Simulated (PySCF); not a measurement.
Question: What does the PBE0-D3(BJ)/def2-SVP structure of `C[Se](C)(=O)=O` look like in three dimensions?

Answer: 
```xyz
11
C2H6O2Se angstrom
C      1.3065    0.8269   -0.1007
Se     0.2028   -0.7212   -0.3736
C     -1.4722   -0.2086    0.4167
O      0.8126   -1.9192    0.5079
O     -0.0318   -0.8813   -1.9553
H      0.8629    1.6783   -0.6320
H      2.2840    0.5737   -0.5316
H      1.3984    1.0118    0.9769
H     -2.1571   -1.0444    0.2225
H     -1.8353    0.7040   -0.0727
H     -1.3253   -0.0727    1.4953
```

Orientation and origin are arbitrary. Atoms count from 1 in this order. Se2 (selenium bonded to 2 C and 2 O) is distorted tetrahedral (angles from 103.1° to 121.4°).

Bonds between heavy atoms (Å): C1–Se2 1.921, Se2–C3 1.922, Se2=O4 1.607, Se2=O5 1.607.

Method: PBE0-D3(BJ)/def2-SVP geometry optimisation, gas phase (PySCF 2.14.0).

Point group: near C2v, missed by 0.12 Å at most; the miss may be what the optimiser left on a soft mode (C2 holds within 0.08 Å). No PBE0-D3(BJ)/def2-SVP frequencies stand behind this structure, so it isn't proved a minimum.
